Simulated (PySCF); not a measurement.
## Mayer bond orders and bond lengths

Species: 3-ethylthiophene, C₆H₈S.
SMILES with atom numbers: `[CH3:1][CH2:2][c:3]1[cH:4][cH:5][s:6][cH:7]1` (hydrogens: H8, H9, H10 on C1; H11, H12 on C2; H13 on C4; H14 on C5; H15 on C7)

Structure used (GFN2-xTB), in Å, numbered top down from 1:
```xyz
15
C6H8S angstrom
C     -1.8978   -0.3674    0.6767
C     -1.1074   -0.3243   -0.6318
C      0.2896    0.1576   -0.3950
C      1.3131   -0.6441    0.1789
C      2.4840    0.0201    0.3294
S      2.3791    1.6452   -0.2237
C      0.7298    1.4162   -0.6570
H     -1.4144   -1.0284    1.3924
H     -1.9563    0.6263    1.1152
H     -2.9082   -0.7275    0.4973
H     -1.0752   -1.3257   -1.0670
H     -1.6083    0.3399   -1.3381
H      1.1725   -1.6732    0.4587
H      3.4110   -0.3391    0.7299
H      0.1841    2.2324   -1.0877
```

Bond orders from the PBE0/pcSseg-1 density (PySCF). The structure is a single GFN2-xTB conformer in the gas phase; no vibrational or solvent corrections.

Question: How far do the computed orders between heavy atoms stray from the drawn ones?

Answer: The largest departure is 0.332, at S6–C7 (drawn aromatic, 1.168), counting aromatic bonds as 1.5. The bonds drawn aromatic range from 1.17 to 1.59.

Question: Set the Mayer orders of the bonds beside their lengths.

Answer: 
| bond | drawn as | length (Å) | Mayer order |
| --- | --- | --- | --- |
| C1–C2 | single | 1.529 | 1.042 |
| C2–C3 | single | 1.497 | 1.042 |
| C3–C4 | aromatic | 1.421 | 1.236 |
| C4–C5 | aromatic | 1.354 | 1.588 |
| C5–S6 | aromatic | 1.720 | 1.180 |
| S6–C7 | aromatic | 1.721 | 1.168 |
| C7–C3 | aromatic | 1.359 | 1.579 |
| C1–H8 | single | 1.088 | 0.967 |
| C1–H9 | single | 1.088 | 0.968 |
| C1–H10 | single | 1.088 | 0.969 |
| C2–H11 | single | 1.092 | 0.939 |
| C2–H12 | single | 1.091 | 0.946 |
| C4–H13 | single | 1.076 | 0.983 |
| C5–H14 | single | 1.072 | 0.954 |
| C7–H15 | single | 1.072 | 0.969 |

Bonds between the same two heavy elements. C–C: lowest C1–C2 and C2–C3 (1.042, 1.529 Å), highest C4–C5 (1.588, 1.354 Å). C–S: all 2 within 0.02 of one another (1.168 to 1.180). Bonds named together lie within 0.004.

Question: Sum the orders of all bonds at each heavy atom with more than one neighbour and set the sums beside the valence in the SMILES.

Answer: C1 3.946 (drawn 4), C2 3.969 (drawn 4), C3 3.857 (drawn 4), C4 3.807 (drawn 4), C5 3.722 (drawn 4), S6 2.348 (drawn 2), C7 3.716 (drawn 4). Orders between atoms that aren't bonded are not in these sums.

Mayer orders depend on the basis set.

The run behind these numbers computed NMR shieldings as well. On one thread of an x86-64 server, on a shared host, this took 23 s wall.
